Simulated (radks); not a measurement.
The numbers below are computed, except where a source is named.
Effect of the nuclear size on neutral niobium, [Kr] 4d4 5s1. Level of theory: Dirac Kohn-Sham, LDA (Slater exchange, Perdew-Wang correlation), spin-unpolarised, spherical densities, finite nucleus; open shells fill j = l - 1/2 first; Fermi nuclear charge, rms radius 4.324 fm (a radial shooting solver on a logarithmic mesh with Libxc functionals). The rms radius is varied about that value; shifts are against it.

| rms radius (fm) | total energy shift (eV) | density at nucleus (e/bohr^3) | 1s1/2 shift (meV) | 2s1/2 shift (meV) |
|---|---|---|---|---|
| 3.87 | -0.251 | 8.307e+04 | -106 | -11.3 |
| 3.9175 | -0.226 | 8.297e+04 | -95.6 | -10.1 |
| 4.324 | 0 | 8.213e+04 | 0.000 | 0.000 |
| 4.7348 | 0.249 | 8.136e+04 | 105 | 11.2 |
| 4.8299 | 0.309 | 8.12e+04 | 131 | 13.9 |

Slopes of the eigenvalues against <r^2> in GHz/fm^2, as finite differences over the two radii next to the reference (eigenvalue slopes, not the field-shift constants of lines): 1s1/2 6870, 2s1/2 728.
